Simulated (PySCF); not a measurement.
Electron correlation in Sc (scandium, neutral)

[Ar] 3d2 4s1, high-spin 4F determinant (an excited configuration). All numbers are calculated (PySCF 2.14, the non-relativistic Hamiltonian (point nucleus), in def2-QZVPPD). Frozen: [Ne]; 11 electrons correlated.

| level | correlation energy (mhartree) |
| --- | --- |
| CCSD | -287.59 |
| (T) | -8.32 |
| CCSD(T) | -295.91 |

Diagnostics: T1 = 0.016, D1 = 0.0604, largest double amplitude 0.036.

Is a single reference adequate?

Yes: T1 lies below 0.03 and no double amplitude reaches 0.07.

This basis was not built for core-valence correlation, so the inner-shell part is incomplete.
